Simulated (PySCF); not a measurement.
Structure problem from calculated spectra and properties.

Formula: C2H7ClOSi.

- 1H NMR: chemical shifts (computed TMS as zero) by class: 5.34 (2 H), 4.04 (2 H), 1.37 (3 H) ppm [GIAO PBE0/pcSseg-1]
- Rotational structure: rotational constants A, B, C: 6.609, 1.520, 1.314 GHz [GFN2-xTB]
- 13C NMR: chemical shifts (computed TMS as zero) by class: 61.3 (1 C), 20.3 (1 C) ppm [GIAO PBE0/pcSseg-1]
- Polarisability: 66.6 au [wB97X-D/def2-SVPD]
- Dipole: 1.42 D [wB97X-D/def2-SVPD]
- NMR, other nuclei: isotropic shieldings of nuclei other than C and H, by class: 273 (1 O), 374 (1 Si), 934 (1 Cl) ppm [GIAO PBE0/pcSseg-1]
- UV, first state: lowest singlet excitation: 7.79 eV (159 nm, f = 0.018) [TDDFT wB97X-D/def2-SVPD]

The electronic properties come from PySCF, for the isolated species, density fitting. Levels stand in brackets. Geometry: GFN2-xTB, one conformer, isolated molecule. Each NMR value is the plain mean over a class of atoms that symmetry, rotation or inversion makes alike.

Task: Give a SMILES that accounts for the data.

Result: Numbering: `[CH3:1][CH2:2][O:3][SiH2:4][Cl:5]`. Its formula, C2H7ClOSi, gives 0 degrees of unsaturation, so no ring and no π bond. 2 carbons fall into 2 classes; from least to most shielded: sp3 carbon bound to oxygen [C2] (61.3 ppm), methyl carbon [C1] (20.3 ppm). Hydrogen classes from least to most shielded: 2 H on a chlorine-bound silicon, Si4 (5.34 ppm), 2 H on an sp3 carbon bound to oxygen, C2 (4.04 ppm), 3 H on a methyl carbon, C1 (1.37 ppm, a mean of values up to 0.6 ppm apart in this geometry). The other shieldings belong to: 273 ppm, silyl ether oxygen [O3]; 374 ppm, chlorine-bound silicon [Si4]; 934 ppm, silicon-bound chlorine [Cl5]. The optimised geometry has point group C1 and is an asymmetric top. Structure: `CCO[SiH2]Cl`. Computed isomers that give other values at the same levels: `[SiH3]OCCCl` (13C chemical shifts (computed TMS as zero) by class: 71.1 (1 C), 53.5 (1 C) ppm). The assignments are read from this structure; whether some other isomer fits the data as well wasn't checked.

Shape of the structure used: `[CH3:1][CH2:2][O:3][SiH2:4][Cl:5]`: C1–C2–O3–Si4 164°, C2–O3–Si4–Cl5 -50°.
